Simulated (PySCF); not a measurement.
PySCF input (M06-2X/def2-TZVPD):

```python
from pyscf import gto, scf, dft

mol = gto.M(
    atom='''
    Se   -0.00483803   -0.00060100    0.68657595
    Cl    1.11237023    1.27416554   -0.67765679
    Cl   -1.10269418   -1.27296353   -0.69549512
    ''',
    basis='def2-tzvpd',
    charge=1,
    spin=1,
    verbose=4,
)

mf = dft.UKS(mol, xc='m062x').density_fit(auxbasis='def2-universal-jkfit')
mf.grids.level = 4
mf.conv_tol = 1e-9
mf.max_cycle = 100
mf.max_memory = 1500
mf.kernel()
if not mf.converged:
    mf = mf.newton()
    mf.kernel(mf.make_rdm1())
for _ in range(2):
    mo, _, stable, _ = mf.stability(return_status=True)
    if stable:
        break
    mf.kernel(mf.make_rdm1(mo, mf.mo_occ))
mf.analyze()
```

End of the output:

```
Extra cycle  E= -3321.63054164186  delta_E= -3e-11  |g|= 3.35e-06  |ddm|= 1.02e-05
converged SCF energy = -3321.63054164186  <S^2> = 0.75651237  2S+1 = 2.0065018
uhf_internal: lowest eigs of H = [0.19768462 0.2068263  0.21613697]
<class 'pyscf.df.df_jk.DFUKS'> wavefunction is stable in the internal stability analysis
**** SCF Summaries ****
Total Energy =                       -3321.630541641861782
Nuclear Repulsion Energy =             326.450173418610689
One-electron Energy =                -5246.391152953105120
Two-electron Energy =                 1598.310437892632990
Two-electron Coulomb Energy =         1741.691189462764669
DFT Exchange-Correlation Energy =     -143.380751570131679
HOMO-LUMO gap [eV] =                     5.345792717666570
**** MO energy ****
                             alpha | beta                alpha | beta
MO #1   energy= -456.723566913701  | -456.720481514443  occ= 1 | 1
MO #2   energy= -102.922304163108  | -102.920722379158  occ= 1 | 1
MO #3   energy= -102.922301385331  | -102.920719501082  occ= 1 | 1
MO #4   energy= -59.2843688682668  | -59.282876994728   occ= 1 | 1
MO #5   energy= -53.3411418332644  | -53.3387332477201  occ= 1 | 1
MO #6   energy= -53.3395203909683  | -53.3379662414896  occ= 1 | 1
MO #7   energy= -53.3387324198689  | -53.3350028631546  occ= 1 | 1
MO #8   energy= -10.0810369366395  | -10.0804913121178  occ= 1 | 1
MO #9   energy= -10.0810309826627  | -10.0804835382005  occ= 1 | 1
MO #10  energy= -8.51896096853029  | -8.51529882852498  occ= 1 | 1
MO #11  energy= -7.80269046656846  | -7.80299024888827  occ= 1 | 1
MO #12  energy= -7.80268652841833  | -7.80298624299833  occ= 1 | 1
MO #13  energy= -7.79948797546611  | -7.79621601260078  occ= 1 | 1
MO #14  energy= -7.79948637153229  | -7.79621406792268  occ= 1 | 1
MO #15  energy= -7.79668599194607  | -7.79449654711455  occ= 1 | 1
MO #16  energy= -7.79668402550393  | -7.79449474336137  occ= 1 | 1
MO #17  energy= -6.45507492821103  | -6.45253518876104  occ= 1 | 1
MO #18  energy= -6.45354719631958  | -6.44946512144792  occ= 1 | 1
MO #19  energy= -6.45036297295797  | -6.44292274845911  occ= 1 | 1
MO #20  energy= -2.72424178974133  | -2.72293169096484  occ= 1 | 1
MO #21  energy= -2.72321379047489  | -2.72286447928158  occ= 1 | 1
MO #22  energy= -2.72314660751915  | -2.71922527598092  occ= 1 | 1
MO #23  energy= -2.7205178474236   | -2.71624164598188  occ= 1 | 1
MO #24  energy= -2.72033554901227  | -2.71608582259348  occ= 1 | 1
MO #25  energy= -1.23508165015067  | -1.21830537951073  occ= 1 | 1
MO #26  energy= -1.17127361897404  | -1.16458221966375  occ= 1 | 1
MO #27  energy= -1.0265045781306   | -0.986102011711392 occ= 1 | 1
MO #28  energy= -0.752170926371019 | -0.744841201038163 occ= 1 | 1
MO #29  energy= -0.723805192249053 | -0.713898938734737 occ= 1 | 1
MO #30  energy= -0.716229034032057 | -0.66740127532978  occ= 1 | 1
MO #31  energy= -0.648767906647158 | -0.633138164363431 occ= 1 | 1
MO #32  energy= -0.638099803336771 | -0.625233561299838 occ= 1 | 1
MO #33  energy= -0.626935051594017 | -0.624306207038832 occ= 1 | 1
MO #34  energy= -0.58171443279128  | -0.385260172293947 occ= 1 | 0
MO #35  energy= -0.31306306695329  | -0.297472670732553 occ= 0 | 0
MO #36  energy= -0.304499879825098 | -0.29460197597136  occ= 0 | 0
MO #37  energy= -0.138603315501555 | -0.145072029243838 occ= 0 | 0
MO #38  energy= -0.107935320466551 | -0.107385847585247 occ= 0 | 0
MO #39  energy= -0.107718835426487 | -0.107143357253157 occ= 0 | 0
MO #40  energy= -0.105374703112475 | -0.105008214144217 occ= 0 | 0
MO #41  energy= -0.0877634346182759 | -0.0875160057106266 occ= 0 | 0
MO #42  energy= -0.0776759833755103 | -0.0774751181895308 occ= 0 | 0
MO #43  energy= -0.0776653144304821 | -0.0749984076706951 occ= 0 | 0
MO #44  energy= -0.0673802672535674 | -0.0653347703661913 occ= 0 | 0
MO #45  energy= -0.0620304340965915 | -0.0614655835225238 occ= 0 | 0
MO #46  energy= -0.0506443459104994 | -0.0467724572839794 occ= 0 | 0
MO #47  energy= -0.0369152656595049 | -0.0337444852845821 occ= 0 | 0
MO #48  energy= -0.0347012740718672 | -0.0314908269107543 occ= 0 | 0
MO #49  energy= -0.0263211467096013 | -0.0258901782490581 occ= 0 | 0
MO #50  energy= -0.0199281863925776 | -0.0203288411908196 occ= 0 | 0
MO #51  energy= 0.018410280480234  | 0.0190790756545364 occ= 0 | 0
MO #52  energy= 0.0241294865487842 | 0.0232377786600649 occ= 0 | 0
MO #53  energy= 0.0322546652540262 | 0.0313722345864042 occ= 0 | 0
MO #54  energy= 0.038897204706174  | 0.040201931343524  occ= 0 | 0
MO #55  energy= 0.0616794205691244 | 0.0545100309214584 occ= 0 | 0
MO #56  energy= 0.0812897853441255 | 0.0818725835169229 occ= 0 | 0
MO #57  energy= 0.0821370871942489 | 0.0850445165106704 occ= 0 | 0
MO #58  energy= 0.0888603917548578 | 0.0885740128941728 occ= 0 | 0
MO #59  energy= 0.0963534304917649 | 0.0966732079853011 occ= 0 | 0
MO #60  energy= 0.0979715534250426 | 0.10237786223592   occ= 0 | 0
MO #61  energy= 0.110065415151086  | 0.106406011511443  occ= 0 | 0
MO #62  energy= 0.120181134140466  | 0.122533981668114  occ= 0 | 0
MO #63  energy= 0.137894113722688  | 0.129246313106204  occ= 0 | 0
MO #64  energy= 0.157958115359337  | 0.158566053484172  occ= 0 | 0
MO #65  energy= 0.167706720649664  | 0.185893311749762  occ= 0 | 0
MO #66  energy= 0.21533719715691   | 0.221171878144825  occ= 0 | 0
MO #67  energy= 0.215952230163152  | 0.226900529009775  occ= 0 | 0
MO #68  energy= 0.243416501859655  | 0.244142789311725  occ= 0 | 0
MO #69  energy= 0.259692962825743  | 0.257435479727931  occ= 0 | 0
MO #70  energy= 0.27646137171537   | 0.27182772547344   occ= 0 | 0
MO #71  energy= 0.297534221094715  | 0.297627218818182  occ= 0 | 0
MO #72  energy= 0.363379501233427  | 0.365196521259166  occ= 0 | 0
MO #73  energy= 0.368114151056444  | 0.366544345544466  occ= 0 | 0
MO #74  energy= 0.372750935912395  | 0.369454463392304  occ= 0 | 0
MO #75  energy= 0.391613490893144  | 0.391344350122731  occ= 0 | 0
MO #76  energy= 0.405041921669804  | 0.404693809924422  occ= 0 | 0
MO #77  energy= 0.423795063759992  | 0.427111459813026  occ= 0 | 0
MO #78  energy= 0.431035095578212  | 0.433648132440625  occ= 0 | 0
MO #79  energy= 0.447970968097728  | 0.450035495558568  occ= 0 | 0
MO #80  energy= 0.456356794123805  | 0.455509924162481  occ= 0 | 0
MO #81  energy= 0.461392703720086  | 0.465830618646227  occ= 0 | 0
MO #82  energy= 0.46190390014136   | 0.468516439766624  occ= 0 | 0
MO #83  energy= 0.476165768882606  | 0.479447904066823  occ= 0 | 0
MO #84  energy= 0.488482904531389  | 0.49386145044288   occ= 0 | 0
MO #85  energy= 0.493101888455072  | 0.496623899978865  occ= 0 | 0
MO #86  energy= 0.532539887337016  | 0.53444688734001   occ= 0 | 0
MO #87  energy= 0.60941638639445   | 0.610637939600021  occ= 0 | 0
MO #88  energy= 0.667663890796518  | 0.676625386940856  occ= 0 | 0
MO #89  energy= 0.887441159829065  | 0.892393599330899  occ= 0 | 0
MO #90  energy= 0.90650451202281   | 0.9145517985211    occ= 0 | 0
MO #91  energy= 0.979805015797604  | 0.989951423880782  occ= 0 | 0
MO #92  energy= 0.996468929298551  | 1.01003493833833   occ= 0 | 0
MO #93  energy= 0.998928158129732  | 1.01294398531448   occ= 0 | 0
MO #94  energy= 1.0242367158252    | 1.03915723024726   occ= 0 | 0
MO #95  energy= 1.02549246443702   | 1.04587686008813   occ= 0 | 0
MO #96  energy= 1.04000123091285   | 1.04904919737582   occ= 0 | 0
MO #97  energy= 1.10163277319117   | 1.11423822972189   occ= 0 | 0
MO #98  energy= 1.14459791032056   | 1.17175306904663   occ= 0 | 0
MO #99  energy= 1.17042484681215   | 1.18153022054498   occ= 0 | 0
MO #100 energy= 1.17520667416805   | 1.18820235319466   occ= 0 | 0
MO #101 energy= 1.2176136647322    | 1.26672365661193   occ= 0 | 0
MO #102 energy= 1.26510571744876   | 1.26920177860267   occ= 0 | 0
MO #103 energy= 1.26615312498108   | 1.27738839774989   occ= 0 | 0
MO #104 energy= 1.58669703518408   | 1.59487010162323   occ= 0 | 0
[...]
```

This state (charge 1, doublet) is run at the relaxed geometry of the species with charge 0 and multiplicity 1.
